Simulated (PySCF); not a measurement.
**Excitation energy of O⁺ by level of theory**

O⁺ [He] 2s2 2p3 (4S) → O⁺ [He] 2s1 2p3 3s1 (6S), as a difference of total energies. Computed with PySCF 2.14 in aug-cc-pCVTZ-DK with one added diffuse shell each of s, p, d, f type (8s7p5d3f, 75 functions), with scalar relativity by spin-free X2C-1e. Correlated levels: valence and next inner shell: nothing frozen. The calculations carry no spin-orbit coupling.

| method | excitation energy (eV) |
| --- | --- |
| UHF | 28.170 |
| MP2 (valence and next inner shell) | 30.024 |
| SCS-MP2 (valence and next inner shell) | 30.477 |
| CCSD (valence and next inner shell) | 30.246 |
| CCSD(T) (valence and next inner shell) | 30.290 |

Question: How much does correlation contribute at CCSD(T) (valence and next inner shell)?

Answer: 30.290 − (28.170) = 2.120 eV, measured against UHF.

The promoted electron is Rydberg-like, and one or two diffuse shells describe it only roughly, which tends to raise the upper state.
